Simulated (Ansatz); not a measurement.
The first iterations of a band of AlClH4OSi (8 atoms, charge 0, multiplicity 1).

Level of theory: Ansatz 0.2.0, RKS r2SCAN/def2-SVP.

- movable images: 5
- climbing image: yes
- spring: 5.0 eV/Å²
- optimiser: quadratic models (default)
- start path: straight line
- force threshold: 0.03 eV/Å
- iteration limit: 60
- end points: relaxed

Initial state:

```xyz
8
Properties=species:S:1:pos:R:3
Al 0.517 0.083 -0.310
O 0.203 -0.219 1.321
Si -0.337 -0.516 2.856
H -1.434 -1.529 2.833
H 0.783 -1.038 3.694
H -0.851 0.744 3.468
H 1.986 0.211 -0.838
Cl -1.105 0.284 -1.629
```

Final state:

```xyz
8
Properties=species:S:1:pos:R:3
Al 0.071 0.352 -1.006
O 0.760 -0.220 0.860
Si -0.097 -0.474 2.358
H -1.057 -1.590 2.218
H 1.012 -0.866 3.278
H -0.712 0.791 2.818
H 1.718 -0.370 0.908
Cl -1.932 0.397 -0.038
```

| iteration | highest image above the first end (eV) | largest band force component (eV/Å) |
| --- | --- | --- |
| 1 | 3.730 | 6.420 |
| 2 | 3.081 | 1.896 |
| 3 | 2.815 | 2.552 |
| 4 | 2.656 | 1.217 |

Q: Does the band converge within its limit, and where does its top end?

A: The run converged. It ended after 13 iterations with the highest image 2.996 eV above the first end. Neighbouring images differ by up to 1.8 eV, so the band resolves the path poorly. The order of the stationary point at the top wasn't checked. The orbitals stay closed-shell, which can raise the energy where a bond breaks towards radicals; this wasn't checked here.

Run time: 97 s on 2 threads of Intel(R) Xeon(R) 6975P-C (Granite Rapids) (shared host), peak memory 0.17 GiB.
